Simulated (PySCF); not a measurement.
CH7Si2, doublet, at a GFN2-xTB geometry.

Input for PySCF:
```python
from pyscf import gto, scf, dft
import numpy

mol = gto.M(
    atom='''
Si    1.65763983    0.18314501    0.25440143
C     0.06382217   -0.17599833   -0.63345436
Si   -1.68326469   -0.11248097   -0.00006696
H     2.54936727   -0.98178806    0.16588454
H     2.33758802    1.32021749   -0.38281448
H     1.39028229    0.49486312    1.65803440
H     0.16857909   -0.46487978   -1.67319845
H    -2.29097586   -1.44875685   -0.07982525
H    -2.48195771    0.79589703   -0.83494478
H    -1.69706811    0.35114051    1.38690757
''',
    basis='6-311++g**',
    spin=1,
    verbose=4,
)
print('smallest overlap eigenvalue', numpy.linalg.eigvalsh(mol.intor('int1e_ovlp'))[0])

mf = dft.UKS(mol)
mf.xc = 'r2scan'
mf = mf.density_fit(auxbasis='def2-universal-jkfit')
mf.kernel()
mf.analyze()
```

What dipole moment does DF-R2SCAN/6-311++G** run with PySCF give?

0.43 D

What is the computed nuclear repulsion energy (DF-R2SCAN/6-311++G**)?

139.1339 Eh

Estimate the HOMO energy that DF-R2SCAN/6-311++G** returns for this input.

-6.15 eV

What total energy does DF-R2SCAN/6-311++G** give?

-621.173765 Ha

These values belong to the state on which the SCF converged, which isn't shown to be the lowest.

Roughly what does it cost on one core?

about 40 core-seconds (a rough figure).
